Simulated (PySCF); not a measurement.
Several structures and their simulated spectra, in scrambled order.

A. `C#CC#Cc1ccc(C)cc1F`
B. `C[C@@]12CC[C@@H](CC1=O)C2`
C. SMILES C#CC1=C2C(=CC(F)=C1)C=CC2

Spectrum 1. 1H NMR (300 MHz, computed): δ 2.38 (m, 1H), 2.23 (m, 1H), 1.98 (m, 1H), 1.95 (m, 1H), 1.52 (m, 1H), 1.49 (m, 1H), 1.41 (m, 1H), 1.35 (m, 1H), 1.34 (m, 1H), 1.20 (s, 3H). 13C{1H} NMR (computed): δ 222.0 (C), 56.0 (C), 48.9 (CH2), 46.0 (CH2), 37.4 (CH), 34.1 (CH2), 32.5 (CH2), 17.1 (CH3).

Spectrum 2. 1H NMR (300 MHz, computed): δ 7.43 (m, 1H), 7.41 (m, 1H), 7.12 (m, 1H), 6.99 (m, 1H), 3.63 (m, 2H), 3.02 (s, 1H). 13C{1H} NMR (computed): δ 172.1 (C), 152.3 (C), 149.2 (C), 145.7 (CH), 139.0 (CH), 123.2 (C), 122.2 (CH), 114.9 (CH), 91.4 (CH), 86.6 (C), 42.6 (CH2).

Spectrum 3. 1H NMR (300 MHz, computed): δ 7.79 (m, 1H), 7.21 (m, 1H), 7.19 (d, 1H), 2.51 (s, 3H), 2.00 (s, 1H). 13C{1H} NMR (computed): δ 176.7 (C), 148.1 (C), 142.7 (CH), 129.6 (CH), 122.1 (CH), 111.6 (C), 90.3 (C), 81.7 (CH), 73.7 (C), 72.8 (C), 24.3 (CH3).

- PBE0/pcSseg-1 with gauge-including orbitals
- coordinates at the GFN2-xTB level
- run in PySCF
- gas phase, averaged over atoms made equivalent by symmetry, fast rotation or ring inversion, single conformer, no relativistic terms

References, each an isolated molecule treated in the same way: 1H (σref 31.72) and 13C (σref 186.93) against TMS. Splittings of carbon signals by F and P are missing where no couplings were computed. Where no couplings were computed, multiplicities follow the n + 1 count of equivalent neighbours, and m marks all less simple cases (inequivalent or close neighbours, rings, F or P nearby). Shifts are as computed. Against solution values, carbons near 30 ppm lie about +3 ppm off and those near 130 ppm about +5 ppm. Of 1211 compounds with measured shifts, 218 miss one by over three times the rms of a fit or turn the order of signals round; such compounds aren't used in these exercises.

**Question.** Match each spectrum to its structure.

**Answer.** 1–B, 2–C, 3–A.

- Spectrum 1 (B): 8 13C signals; δC 222.0 is a ketone carbonyl carbon; δC 56.0 is a quaternary sp3 carbon α to a carbonyl.
- Spectrum 2 (C): 11 13C signals; δC 172.1 is an aromatic carbon bearing fluorine; δC 145.7 is an alkene CH.
- Spectrum 3 (A): 11 13C signals; δC 176.7 is an aromatic carbon bearing fluorine; δC 129.6 is an aromatic CH.
